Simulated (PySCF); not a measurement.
ECD: `C[C@H](C#N)[C@H]1C[C@H](F)O1`, C6H8FNO

Geometry:
| atom | x (Å) | y (Å) | z (Å) |
| --- | --- | --- | --- |
| C1 | -2.002 | -0.815 | -0.298 |
| C2 | -1.129 | 0.319 | 0.249 |
| C3 | -0.946 | 1.334 | -0.764 |
| N4 | -0.794 | 2.115 | -1.584 |
| C5 | 0.232 | -0.211 | 0.717 |
| C6 | 1.292 | -0.488 | -0.362 |
| C7 | 2.093 | 0.585 | 0.376 |
| F8 | 3.207 | 0.088 | 0.995 |
| O9 | 1.061 | 0.815 | 1.290 |
| H10 | -2.961 | -0.426 | -0.630 |
| H11 | -2.175 | -1.557 | 0.477 |
| H12 | -1.514 | -1.298 | -1.142 |
| H13 | -1.616 | 0.792 | 1.110 |
| H14 | 0.078 | -1.029 | 1.430 |
| H15 | 1.748 | -1.473 | -0.334 |
| H16 | 1.005 | -0.222 | -1.375 |
| H17 | 2.412 | 1.483 | -0.165 |

Level of theory: TDDFT B3LYP/def2-SVPD circular dichroism and optical rotation, one conformer, gas phase in PySCF 2.14.0. Geometry: GFN2-xTB.

The molecule is flexible and this is one conformer; a measurement averages over conformers. States above about 8.4 eV lie in this functional's continuum (it starts at minus the energy of the highest occupied orbital, well below the true ionisation energy for most functionals) and depend on the basis.

**Question.** Assign R or S to each stereocentre.

**Answer.** C2 R, C5 R, C7 S.

**Question.** Which excitations and rotatory strengths does the calculation give?

**Answer.** Rotatory strengths R in 10⁻⁴⁰ esu² cm², velocity form and length form (origin at the centre of mass); f in length form.
| state | E (eV) | λ (nm) | f | R (velocity) | R (length) | main |
| --- | --- | --- | --- | --- | --- | --- |
| 1 | 7.41 | 167 | 0.010 | +8.6 | +8.6 | HOMO→LUMO 0.88, HOMO→LUMO+1 0.09 |
| 2 | 7.62 | 163 | 0.002 | -3.2 | -4.3 | HOMO→LUMO+1 0.83 |
| 3 | 7.83 | 158 | 0.001 | -1.0 | -1.0 | HOMO−2→LUMO+1 0.27, HOMO−3→LUMO+1 0.19 |
| 4 | 8.02 | 155 | 0.003 | +0.2 | -0.2 | HOMO→LUMO+2 0.51, HOMO−2→LUMO 0.16 |
| 5 | 8.08 | 153 | 0.014 | +16.4 | +16.1 | HOMO−2→LUMO+1 0.32, HOMO−1→LUMO 0.18 |
| 6 | 8.18 | 152 | 0.008 | +14.4 | +15.5 | HOMO→LUMO+2 0.40, HOMO−2→LUMO 0.27 |
| 7 | 8.28 | 150 | 0.012 | +24.5 | +21.6 | HOMO→LUMO+3 0.84 |
| 8 | 8.38 | 148 | 0.009 | -11.5 | -11.5 | HOMO−1→LUMO 0.61, HOMO−3→LUMO 0.20 |
| 9 | 8.52 | 146 | 0.002 | -1.4 | -1.4 | HOMO→LUMO+4 0.52, HOMO−2→LUMO 0.22 |
| 10 | 8.56 | 145 | 0.023 | +6.9 | +7.0 | HOMO→LUMO+5 0.67, HOMO−1→LUMO+1 0.20 |
| 11 | 8.58 | 145 | 0.007 | +18.4 | +19.7 | HOMO−1→LUMO+1 0.46, HOMO→LUMO+5 0.20 |
| 12 | 8.64 | 143 | 0.007 | -4.9 | -4.7 | HOMO→LUMO+4 0.28, HOMO−4→LUMO 0.11 |

For state 4 the two forms differ in sign, so the sign of R isn't settled.

Among the states computed, the strongest CD band (largest |R|) is state 7. The largest dissymmetry factor in size, g = 4R/(D+G), with D and G the electric and magnetic dipole strengths, is +0.034 for state 11 (velocity form, f = 0.007), among bands with |R| over 0.5. The mirror image has the same energies and oscillator strengths and all R with the opposite sign.
